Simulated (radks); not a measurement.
Values are calculated unless marked as measured or tabulated.
Q: In, 49 electrons, occupied as [Kr] 4d10 5s2 5p1 (the NIST ground configuration). Code: a radial shooting solver on a logarithmic mesh with Libxc functionals. Model: scalar-relativistic Kohn-Sham, LDA (Slater exchange, VWN5 correlation), spin-polarised, spherical densities, point nucleus; open shells are filled with parallel spins first (spin-orbit coupling, left out, can overturn this in heavy ions). Some entries of the table are withheld. Estimate them.

orbital,occ.,eigenvalue (eV),<r^2> (bohr^2)
1s up,1,-27721.10,0.001197
1s down,1,-27721.08,0.001197
2s up,1,-4151.515,0.01951
2s down,1,-4151.512,0.01951
2p up,3,-3728.534,0.01537
2p down,3,-3728.527,0.01537
3s up,1,-787.2166,0.1395
3s down,1,-787.2075,0.1395
3p up,3,-648.6919,0.1403
3p down,3,-648.6819,0.1403
3d up,5,-432.9637,0.1252
3d down,5,-432.9551,0.1252
4s up,1,-119.4331,0.8142
4s down,1,-119.4158,0.8140
4p up,3,-78.0205,0.9733
4p down,3,-77.9985,0.9726
4d up,5,(1),(2)
4d down,5,(3),(4)
5s up,1,-8.6714,7.764
5s down,1,-8.1899,7.689
5p up,1,-2.9060,15.62
5p down,0,-2.3822,16.51
6s up,0,-0.3922,(5)
6s down,0,-0.2781,(6)

A: 
(1) 4d up eigenvalue (eV): -18.7128
(2) 4d up <r^2> (bohr^2): 1.699
(3) 4d down eigenvalue (eV): -18.6370
(4) 4d down <r^2> (bohr^2): 1.683
(5) 6s up <r^2> (bohr^2): 95.95
(6) 6s down <r^2> (bohr^2): 116.4
